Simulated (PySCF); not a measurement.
PySCF was given this input:
```python
from pyscf import gto, scf, dft, tdscf

mol = gto.M(
    atom='''
Ge   -0.372202   -0.180487    0.531645
Cl    0.883251    1.189689   -0.583687
N    -0.345184   -1.509145   -0.701633
H     0.137652   -1.496642   -1.588644
H    -0.826158   -2.388478   -0.589900
''',
    basis='6-31g',
    charge=0,
    spin=0,
    verbose=3,
)

mf = dft.RKS(mol)
mf.xc = 'm062x'
mf.kernel()
td = mf.TDDFT()
td.nstates = 5
td.kernel()
td.analyze()
```

**Question.** What does this run give for the dipole moment, lowest excitation energy found, HOMO-LUMO gap, excitation energies found, total energy?

**Answer.** 
| Quantity | Result |
|---|---|
| dipole moment | 3.66 D |
| lowest excitation energy found | 4.57 eV |
| HOMO-LUMO gap | 7.52 eV |
| excitation energies found | 4.57, 5.83, 6.21, 6.80, 7.06 eV |
| total energy | -2592.7830 Eh |

**Question.** Roughly what does it cost on one core?

**Answer.** very roughly 2.0 core-minutes.
